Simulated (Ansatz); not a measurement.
BeCl2 (SMILES [Cl][Be][Cl]) moved off its minimum; all values from Ansatz (a first-principles code), cores frozen in correlated methods.
(charge 0, multiplicity 1)
```xyz
3

Be    -0.01635    -0.01329    -0.03832
Cl    -0.00262    -0.01384    -1.74599
Cl    -0.03829    -0.00944     1.77228
```

Forces at HF/def2-TZVPP (eV/Å):

| atom | Fx | Fy | Fz |
|---|---|---|---|
| Be1 | -0.027 | 0.004 | 2.499 |
| Cl2 | 0.024 | -0.002 | -2.563 |
| Cl3 | 0.003 | -0.001 | 0.065 |

Question: Give the forces (eV/Å), the total energy and the dipole at CCSD(T)/aug-cc-pV(T+d)Z.

Answer: 
```csv
atom,Fx,Fy,Fz
Be1,-0.026,0.004,2.448
Cl2,0.023,-0.002,-2.431
Cl3,0.003,-0.001,-0.017
```
Energy -934.3157 hartree, dipole 0.46 D.
